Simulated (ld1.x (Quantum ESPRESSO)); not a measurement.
**beryllium (Be): excitation energies, all-electron against TM**

ld1.x (Quantum ESPRESSO) 7.5 input, shortened:

```
&input
   title='Be', zed=4., rel=0, dft='BP', iswitch=3,
   config='[He] 2s1.5 2p0 3d-2'
 /
 &inputp
   pseudotype=2, tm=.true., lloc=0,
   nlcc=.true.
 /
3
2P  2  1   0.00   0.00  4.00  4.00  0.0
3D  3  2  -2.00   0.10  3.85  3.85  0.0
2S  1  0   1.50   0.00  1.30  1.30  0.0
 &test
   configts(1)='2s1.5 2p0'
 /
```

Energies are relative to the spin-unpolarised reference configuration 2s1.5 2p0; without spin polarisation the order of configurations can differ from experiment. The frozen-core shift is the all-electron ΔE with the core orbitals held at their reference shape minus the fully relaxed ΔE.

```tsv
valence configuration	charge	ΔE all-electron (eV)	error AE − PS (meV)	frozen-core shift (meV)
2s2 2p0	0	-3.806	+1.2	+0.3
2s1 2p0	+1	5.832	+2.0	+0.7
2s0 2p2	0	3.469	-11	+0.8
```

Task: What are ΔE and the potential's error for 2s0 2p1?

Result: ΔE = 9.781 eV all-electron; the error (AE − PS) is -103 meV.

Task: What are ΔE and the potential's error for 2s1 2p1?

Result: ΔE = -0.180 eV all-electron; the error (AE − PS) is +13 meV.

Levels in the configuration 2s1 2p0:

```tsv
level	all-electron (eV)	pseudo (eV)
2s	-13.778	-13.770
```
